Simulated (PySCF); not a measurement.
Series: H2E=Y. Isolated molecules, 0 K electronic values unless said otherwise. Strings in code marks are SMILES.

The numbers are results of PBE-D3(BJ)/def2-TZVP // r2SCAN-D4/def2-TZVP run with PySCF, not measurements. All candidates: neutral, multiplicity 1. Delta-SCF ions had no search for a lower state. Excitations are Tamm–Dancoff values on a coarser integration grid. The basis has no diffuse functions, so Rydberg states are missing or too high.

```json
{
  "vertical ionisation energy (Delta-SCF)": "9.94 eV",
  "HOMO": "-6.26 eV",
  "S1 excitation (TDA)": "3.96 eV"
}
```

Name which member has these values.
A) `N=[SiH2]`
B) `[SiH2]=[Se]`
C) `[GeH2]=[Se]`
D) `C=[Se]`

A, `N=[SiH2]`. The others give `[SiH2]=[Se]`: 9.06 eV, -5.80 eV, 2.47 eV; `[GeH2]=[Se]`: 8.78 eV, -5.59 eV, 2.23 eV; `C=[Se]`: 8.84 eV, -5.27 eV, 1.84 eV
